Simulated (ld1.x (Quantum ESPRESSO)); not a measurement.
silicon, TM: configuration errors across variants

Si (Z = 14), norm-conserving Troullier–Martins (Kleinman–Bylander form), made with ld1.x (Quantum ESPRESSO) 7.5 (PBEsol, non-relativistic). Core [Ne], reference 3s1.5 3p2.5. Waves: 3s (bound): rc 1.65 bohr; 3p (bound): rc 2.15 bohr; 3d channel at 0.15 Ry: rc 1.60 bohr. Local part: the d channel. Core correction: none.

All-electron excitation energies from the reference (eV): (1) 3s2 3p2 -3.349; (2) 3s2 3p1 4.374; (3) 3s2 3p0 20.350; (4) 3s2 3p2.3 -4.275; (5) 3s1 3p3 3.388; (6) 3s1 3p0 54.179; (7) 3s0 3p4 10.272.

A true bound ghost makes a file unfit for plane-wave use even where its test errors are small: the radial tests pick states by their node count and pass the ghost by.

Errors AE − PS in meV (a dash: test not solved or not reliable):

| change | (1) | (2) | (3) | (4) | (5) | (6) | (7) | bound ghosts |
| --- | --- | --- | --- | --- | --- | --- | --- | --- |
| base | +0.6 | +4.5 | +40 | +1.1 | +0.6 | +141 | +4.3 | none |
| all radii scaled by about 0.85 (s 1.40, p 1.84, d 1.36 bohr) | +0.8 | +18 | +293 | – | +2.7 | +1396 | +16 | s |
| all radii scaled by about 0.90 (s 1.48, p 1.94, d 1.44 bohr) | +0.8 | +14 | +105 | +1.4 | +1.2 | +496 | +8.6 | none |
| all radii scaled by about 1.07 (s 1.76, p 2.30, d 1.70 bohr) | +0.7 | +2.9 | +27 | +1.1 | +0.7 | +110 | +5.0 | none |
| all radii scaled by about 1.16 (s 1.92, p 2.50, d 1.86 bohr) | +0.7 | +3.2 | +25 | +1.1 | +0.9 | +99 | +7.0 | none |
| all radii scaled by about 1.23 (s 2.02, p 2.64, d 1.96 bohr) | +0.7 | +3.2 | +24 | +1.1 | +1.0 | +93 | +8.5 | none |
| all radii scaled by about 1.32 (s 2.18, p 2.84, d 2.12 bohr) | +0.5 | +3.0 | +24 | +0.8 | +1.0 | +84 | +11 | none |
| all radii scaled by about 1.37 (s 2.26, p 2.94, d 2.18 bohr) | +0.3 | +2.8 | +24 | +0.7 | +0.9 | +81 | +11 | none |

Give the same row for: all radii scaled by about 0.75 (s 1.24, p 1.62, d 1.20 bohr).

+2.3, -1.7, -28, +2.3, +2.7, -14, +37; bound ghosts: s.
